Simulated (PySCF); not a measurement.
# Bond lengths and vibrations by method: B3H2O cation

All numbers below are calculated, not measured. The program is PySCF 2.14.0, an open-source quantum chemistry code, run on an isolated molecule that a program drew, which may never have been made. The molecule is B3H2O cation (charge +1, singlet), drawn as the SMILES string `B[B+]B=O`.

The geometry was optimised and harmonic frequencies were computed with HF and MP2, all in the cc-pVDZ basis, for the commonest isotopes, with a restricted reference for singlets and an unrestricted one otherwise, and a frozen core in MP2. Each result is a local minimum of its method.

Geometry at the HF minimum:
```xyz
6
B3H2O cation, angstrom
B     0.8249    0.9508    0.3055
B     1.1200   -0.2363   -0.9172
B     1.4082   -1.3992   -2.1155
O     1.6068   -2.2030   -2.9437
H     0.0482    0.6690    1.1600
H     1.4165    1.9782    0.2191
```

Lengths of the bonds as drawn, in Å (atoms numbered as above):
| bond | HF | MP2 |
|---|---|---|
| B1-B2 | 1.729 | 1.719 |
| B2-B3 | 1.695 | 1.668 |
| B3-O4 | 1.171 | 1.220 |
| B1-H5 | 1.189 | 1.198 |
| B1-H6 | 1.189 | 1.199 |

Rotational constants, in GHz:
```
constant     HF    MP2
       A  224.3  222.5
       B  2.912  2.905
       C  2.874  2.868
```

Harmonic frequencies in cm^-1, each column in rising order, so a row needn't be the same motion in every method:
| rank | HF | MP2 |
|---|---|---|
| 1 | 148 | 134 |
| 2 | 157 | 142 |
| 3 | 373 | 332 |
| 4 | 423 | 394 |
| 5 | 511 | 515 |
| 6 | 755 | 712 |
| 7 | 942 | ? |
| 8 | 1081 | 1086 |
| 9 | 1206 | 1135 |
| 10 | 2264 | 1912 |
| 11 | 2744 | 2669 |
| 12 | 2873 | 2795 |

**Estimate the missing MP2 frequency from the HF column.**

A single factor s that minimises the squared misfit of MP2 against s times HF over the other rows is sum(HF x MP2) / sum(HF^2) = 0.9446, with an rms misfit of 80 cm^-1. For rank 7 it gives 0.9446 x 942 = 890 cm^-1. The calculation gives 903 cm^-1, 13 cm^-1 above the estimate. The drawn bonds are on average 0.7 % longer in MP2 than in HF.
